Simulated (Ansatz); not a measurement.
Positional isomers: benzothiophene boryl+vinyl. Isolated molecules, 0 K electronic values unless said otherwise. One relaxed conformer stands for each flexible species; it need not be the lowest. Strings in code marks are SMILES.

Quantity: electronic energy of isomers of C10H9BS relative to `Bc1cc2ccc(C=C)cc2s1`, in kcal/mol. The restricted reference of `Bc1cc2cc(C=C)ccc2s1` and `Bc1cc2ccc(C=C)cc2s1` is unstable towards unrestricted orbitals.

Case: `Bc1cc2cc(C=C)ccc2s1`. Geometry of `Bc1cc2cc(C=C)ccc2s1` (neutral, multiplicity 1, Å):

```xyz
21

B     -4.6251     0.1216     0.2957
C     -3.1235    -0.1087     0.1838
C     -2.1084     0.7708     0.5204
C     -0.7921     0.2638     0.3001
C      0.4557     0.8823     0.5287
C      1.6457     0.2147     0.2443
C      2.9258     0.8947     0.4934
C      4.1588     0.4226     0.2597
C      1.5761    -1.1082    -0.2807
C      0.3695    -1.7432    -0.5159
C     -0.8250    -1.0594    -0.2270
S     -2.4543    -1.6249    -0.4299
H     -5.0187     1.1801     0.7214
H     -5.4151    -0.7277    -0.0340
H     -2.3141     1.7656     0.9200
H      0.4851     1.8975     0.9328
H      2.8299     1.9011     0.9165
H      4.3408    -0.5693    -0.1623
H      5.0408     1.0258     0.4862
H      2.5015    -1.6415    -0.5045
H      0.3467    -2.7578    -0.9183
```

Question: Give the electronic energy of isomers of C10H9BS relative to `Bc1cc2ccc(C=C)cc2s1` at the level frozen-core MP2/cc-pVDZ // B3LYP-D3(BJ)/def2-SVP (Ansatz, a program for electronic structure).

Answer: 0.31 kcal/mol.
